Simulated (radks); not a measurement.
The technetium ion Tc+ inside a hard spherical wall (all orbitals vanish at R), configuration held at [Kr] 4d5 5s1 and not refilled when levels cross. Method: scalar-relativistic Kohn-Sham, LDA (Slater exchange, VWN5 correlation), spin-polarised, spherical densities, finite nucleus; open shells are filled with parallel spins first (spin-orbit coupling, left out, can overturn this in heavy ions); Fermi nuclear charge, rms radius 4.4112 fm; computed with a radial shooting solver on a logarithmic mesh with Libxc functionals. Eigenvalues in eV for spin up, with the zero of energy where the potential of the charges vanishes at infinity; a dash marks a level that is unbound or too diffuse for the functional's potential to be trusted. A positive occupied level is held by the wall or, in an anion where self-interaction has pushed it up, behind a barrier. The pressure on the wall is -dE/dV.

\begin{tabular}{lrrrrrrrrr}
R (bohr) & E (hartree) & kinetic (hartree) & e(4s) & e(4p) & e(4d) & e(5s) & e(5p, empty) & e(6s, empty) & pressure (GPa) \\ \hline
free & -4281.07855 & 4419.152 & -81.950 & -54.063 & -15.404 & -12.432 & -7.554 & -3.176 & 0 \\
15 & -4281.07855 & 4419.152 & -81.950 & -54.063 & -15.404 & -12.432 & -7.554 & -3.144 & < 0.0001 \\
10 & -4281.07853 & 4419.152 & -81.949 & -54.061 & -15.402 & -12.430 & -7.543 & -2.471 & 0.000742 \\
6 & -4281.06665 & 4419.250 & -81.589 & -53.708 & -15.080 & -11.959 & -6.466 & 5.866 & 1.18 \\
5 & -4281.02411 & 4419.513 & -80.783 & -52.927 & -14.355 & -10.706 & -4.341 & 15.509 & 7.75 \\
4 & -4280.82366 & 4420.513 & -78.362 & -50.612 & -12.064 & -6.136 & 2.273 & 38.697 & 59.0 \\
3.5 & -4280.50539 & 4421.922 & -75.710 & -48.085 & -9.333 & -0.085 & 10.291 & 62.568 & 182 \\
3 & -4279.71476 & 4425.215 & -70.966 & -43.491 & -3.947 & 12.787 & 26.310 & 105.04 & 644 \\
2.5 & -4277.50345 & 4433.983 & -61.664 & -34.032 & 7.800 & 42.567 & 60.984 & 187.28 & 2750 \\
2 & -4270.24090 & 4460.347 & -39.958 & -10.491 & 37.074 & 119.20 & 144.58 & 366.48 & 15200 \\
1.5 & -4241.20062 & 4550.313 & 27.832 & 64.455 & 124.50 & 346.88 & 379.72 & 829.92 & 118000 \\
\end{tabular}
